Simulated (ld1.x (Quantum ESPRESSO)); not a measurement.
## Varying the RRKJ potential for gallium (Ga)

Base potential:

```json
{"Element": "gallium (Ga)", "Generator": "ld1.x (Quantum ESPRESSO) 7.5", "Type": "norm-conserving RRKJ (Kleinman–Bylander form)", "Functional": "PBEsol", "Relativity": "scalar-relativistic", "Frozen core": "[Ar] 3d10", "Valence charge": "3", "Reference configuration": "4s2 4p0 (charge +1)", "Partial waves": "4p (bound, empty): rc 2.25 bohr; 4s (bound): rc 1.90 bohr", "Local potential": "the s channel", "Core correction": "a·sin(br)/r model core inside 1.70 bohr", "rho0": "0.01"}
```

All-electron outer shells of the reference configuration (PBEsol, scalar-relativistic, ld1.x):

```tsv
shell	level (eV)	outermost node (bohr)	outermost maximum (bohr)
4s	-16.36	0.81	1.85
4p	-9.05	0.87	2.32
```

Cutoffs, loose and tight: the cutoffs (Ry, on a coarse ladder) from which the occupation-weighted sum of valence levels, in a spherical-Bessel basis at the reference potential, stays within 10 and 1 mRy of its value at 400 Ry. They do not see the model core or the augmentation charge, which bear on the density cutoff. Test errors are all-electron minus pseudo excitation energies from the reference, over the configurations 4s2 4p1; 4s1 4p0; 4s2 4p0.5; 4s1 4p1; 4s1 4p2; 4s0 4p3; 4s2 4p1.3. A dash means not determined; rows that change the core or the reference have their own tests.

| change | outcome | cutoff, loose | cutoff, tight | bound ghosts | largest test error (meV) |
| --- | --- | --- | --- | --- | --- |
| base | generated | 15 Ry | 35 Ry | none | -116 |
| all radii but the core radius scaled by about 0.91 (s 1.72, p 2.04 bohr) | generated | 18 Ry | 40 Ry | none | -116 |
| all radii but the core radius scaled by about 1.23 (s 2.34, p 2.78 bohr) | generated | 10 Ry | 30 Ry | none | -123 |

Task: What comes out with this change to the base: all radii but the core radius scaled by about 1.33 (s 2.52, p 3.00 bohr)?

Result: outcome: generated; cutoff, loose: 10 Ry; cutoff, tight: 25 Ry; bound ghosts: none; largest test error (meV): -129.

Task: What comes out with this change to the base: all radii but the core radius scaled by about 1.11 (s 2.10, p 2.50 bohr)?

Result: outcome: generated; cutoff, loose: 12 Ry; cutoff, tight: 35 Ry; bound ghosts: none; largest test error (meV): -118.

Task: What comes out with this change to the base: all radii but the core radius scaled by about 0.79 (s 1.50, p 1.78 bohr)?

Result: outcome: generated; cutoff, loose: 30 Ry; cutoff, tight: 60 Ry; bound ghosts: none; largest test error (meV): -116.

Reading the sweep of the scale of all radii but the core radius (base = 1) (base included, trends over the rows without a ghost): The loose cutoff falls from 30 Ry at 0.79 to 10 Ry at 1.33. A larger radius leaves more room for a smooth pseudo-wave, so fewer plane waves are needed; a smaller one forces it to follow the all-electron wave where it bends sharply. The median size of the test errors (rows with all tests solved) rises from 12.6 meV at 0.79 to 20.6 meV at 1.33. More of the atom is replaced by a form fitted at one configuration, so other configurations suffer as the radius grows.
